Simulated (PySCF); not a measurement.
## Structure elucidation problem

An unknown has the formula C4H6N2OSi. Its calculated NMR data are:

¹H NMR (400 MHz, computed): δ 12.31 (t, 1H), 5.10 (d, 2H), 2.66 (s, 3H).

¹³C{¹H} NMR (computed): δ 244.6 (CH), 160.9 (C), 116.4 (C), 35.8 (CH3).

PySCF calculation with shielding tensors at PBE0/pcSseg-1 (GIAO) and coordinates at the GFN2-xTB level; a single conformation, rapidly exchanging positions averaged, gas phase, no relativistic terms.

Scale: TMS for ¹H (σ = 31.72 ppm) and ¹³C (σ = 186.93 ppm) (reference shieldings calculated alike).

**Question.** What is the structure?

**Answer.** 
- Rings plus π bonds: 4 (no ring in the answer).
- 4 carbon signals for 4 carbons: no two carbons are equivalent.
- Carbon types of the structure: 2 × C, 1 × CH, 1 × CH3, leaving 2 H on heteroatoms.
- δC 244.6: carbonyl carbon.
- δC 160.9: C=N carbon.
- δC 116.4: nitrile carbon; typical of a nitrile.
- δC 35.8: methyl carbon; saturated and bonded to C and H only.
- δH 12.31: hydrogen on a carbonyl carbon.
- δH 5.10: hydrogen on a silicon bonded to C, N.
- δH 2.66: hydrogen on a methyl carbon.

These data were computed for SMILES N(=C(\C)C#N)/[SiH2]C=O.

The data come from this structure; uniqueness wasn't tested.

Shifts are as computed. Against solution values, carbons near 30 ppm lie about +3 ppm off and those near 130 ppm about +5 ppm. Of 1211 compounds with measured shifts, 218 miss one by over three times the rms of a fit or turn the order of signals round; such compounds aren't used in these exercises. No couplings were computed; multiplicities are counted from neighbouring protons, with m where these are inequivalent, close in shift, in a saturated or five-membered ring or joined by F or P, and br s for small geminal =CH2 splittings.
